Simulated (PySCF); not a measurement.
Ionisation energy along the 35-electron series

Calculated with PySCF 2.14 and a two-component X2C-1e Hamiltonian (Gaussian nucleus, no Breit or QED terms), each ion in its own even-tempered basis scaled to its charge; GMP2 freezes [Ne] and drops the highest virtual spinors. Values in eV. NIST values: (m) measured, (s) semi-empirical, (t) theoretical.

```
  ion      configuration  GHF (screened spin-orbit)  GMP2 (screened spin-orbit)         NIST
Ba²¹⁺  [Ar] 3d10 4s2 4p5                     677.60                      678.87  679 ± 4 (t)
La²²⁺  [Ar] 3d10 4s2 4p5                     728.99                      730.27  731 ± 4 (t)
Ce²³⁺  [Ar] 3d10 4s2 4p5                     782.26                      783.58  785 ± 4 (t)
```

Between Z = 56 and Z = 58 the GMP2 (screened spin-orbit) value grows as Z to the power 4.09.
